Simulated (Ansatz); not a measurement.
Basis-set extrapolation for CH₄AlFSSi, SMILES `F[SiH]1[CH2][AlH][S]1` (PBE0-D4/def2-TZVP geometry, frozen core, the Gaussian-basis code of Ansatz). Multiplicity 1, RHF reference.

|  | def2-TZVPP | def2-QZVPP |
| --- | --- | --- |
| HF | -1068.259189 | -1068.292830 |
| MP2 correlation | -0.782093 | -0.848760 |
| CCSD(T) correlation | -0.856074 | not run |

Energies in hartree. Use E(X) = E(∞) + A·exp(−7.88·√X) for Hartree–Fock and E(X) = E(∞) + B·X^(−2.97) for correlation, with X = 3 and 4, and add CCSD(T) minus MP2 of the smaller set to the MP2 limit.

**Question.** What is the CCSD(T) energy at the basis-set limit?

**Answer.** HF limit: -1068.292830 + (-0.033641) × 0.13774 = -1068.29746. MP2 limit: -0.848760 + (-0.066667) × 0.74074 = -0.89814. Higher-order term: -0.856074 − (-0.782093) = -0.07398. Total: -1069.26958 hartree, 405.2 kJ/mol below CCSD(T)/def2-TZVPP.
